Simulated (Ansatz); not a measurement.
`NC1O[SiH2]1`. Charge 0, multiplicity 1. The structure was optimised at the PBE0-D4/def2-TZVP level. It is one conformer, not always the lowest.

```xyz
9

N     0.070   -0.449   -1.477
C     0.568   -0.139   -0.208
O    -0.008   -0.887    0.978
Si   -0.316    0.733    1.111
H     0.325   -1.381   -1.780
H    -0.929   -0.329   -1.566
H     1.654   -0.209   -0.168
H     0.356    1.490    2.193
H    -1.719    1.172    0.916
```

Task: What is the dipole moment at r2SCAN/def2-TZVPP? (Estimate.)

Result: The calculation gave: 0.95 D, with components (-0.49, 0.68, -0.45) D in this frame, pointing from negative to positive charge.

Task: And with PBE, B3LYP, ωB97M-V? (Best estimate.)

Result: Computed: PBE 0.91 D, B3LYP 1.06 D, ωB97M-V 1.08 D.

Task: Give the Mulliken charges with r2SCAN, B3LYP, PBE in def2-TZVPP. (An estimate is asked.)

Result: Computed: 
```json
{"atom": "N1", "r2SCAN": "-0.32", "B3LYP": "-0.30", "PBE": "-0.29"}
{"atom": "C2", "r2SCAN": "0.05", "B3LYP": "0.04", "PBE": "0.02"}
{"atom": "O3", "r2SCAN": "-0.41", "B3LYP": "-0.41", "PBE": "-0.33"}
{"atom": "Si4", "r2SCAN": "0.48", "B3LYP": "0.43", "PBE": "0.34"}
{"atom": "H5", "r2SCAN": "0.15", "B3LYP": "0.14", "PBE": "0.15"}
{"atom": "H6", "r2SCAN": "0.14", "B3LYP": "0.14", "PBE": "0.15"}
{"atom": "H7", "r2SCAN": "0.07", "B3LYP": "0.11", "PBE": "0.10"}
{"atom": "H8", "r2SCAN": "-0.08", "B3LYP": "-0.07", "PBE": "-0.07"}
{"atom": "H9", "r2SCAN": "-0.08", "B3LYP": "-0.08", "PBE": "-0.07"}
```

B3LYP here is the variant with VWN-RPA as its local correlation; programs differ in this.
